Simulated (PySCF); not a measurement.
C4H3FOS, SMILES Fc1cc(O)sc1. The structure is a stationary point at PBE-D3(BJ)/def2-SVP. Other conformers were not sampled.

Computed with PBE-D3(BJ)/def2-SVP (PySCF).

Harmonic wavenumbers (cm⁻¹): 150, 218, 276, 308, 427, 482, 525, 554, 598, 641, 694, 755, 842, 966, 1094, 1116, 1175, 1269, 1440, 1535, 1610, 3184, 3214, 3713. Rotational constants (GHz): 4.220, 1.807, 1.265; symmetry number 1.

Problem. Work out the zero-point energy and the ideal-gas rigid-rotor harmonic-oscillator thermochemistry at 298.15 K and 1 atm.

Solution. ZPE = ½ Σ hcν = ½ × 26784 cm⁻¹ = 38.29 kcal/mol. H − E(el) = 42.96 kcal/mol. Entropy in cal/(mol K): translation 40.21, rotation 27.90, vibration 12.20, total 80.32. G − E(el) = 19.01 kcal/mol. Cp = 25.77 cal/(mol K). Modes under 150 cm⁻¹ make the vibrational entropy uncertain.
